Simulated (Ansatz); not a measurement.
Two isomers of CH8GeSSi: A = `[CH3][GeH]([SiH3])[SH]`, B = `[SiH3][GeH2][CH2]S`.

Program: Ansatz. Geometries: PBE0-D4/def2-TZVP. ΔE: electronic, gas phase. CBS: MP2 limit from def2 TZ/QZ plus the TZ coupled-cluster correction, frozen cores. Functionals use def2-TZVPP. B3LYP here is the variant with VWN-RPA as its local correlation; programs differ in this. For Ge outer-core shells are correlated without core-valence functions, which leaves a few kJ/mol of doubt a bond. Scalar relativity is left out up to krypton. Each species was taken in one conformer, which may not be the lowest.

Which isomer does CCSD(T)/CBS put lower? Give the gap. (Estimate.)

Ansatz gave: A, by 106.4 kJ/mol.

Give E(B) − E(A) in kJ/mol with HF/def2-TZVPP, PBE-D4, B2PLYP, B3LYP, CCSD(T)/def2-TZVPP, ωB97M-V, r2SCAN-D4. (Best estimate.)

The calculation gave: HF/def2-TZVPP 115.1, PBE-D4 106.2, B2PLYP 110.4, B3LYP 110.5, CCSD(T)/def2-TZVPP 107.8, ωB97M-V 106.4, r2SCAN-D4 110.7. None reverses the order clearly.

Largest T1 diagnostic: 0.011.

In def2-TZVPP, CCSD(T) changes the Hartree–Fock value by −7.2 kJ/mol (the triples alone add −0.9 kJ/mol) and MP2 by −4.2 kJ/mol.
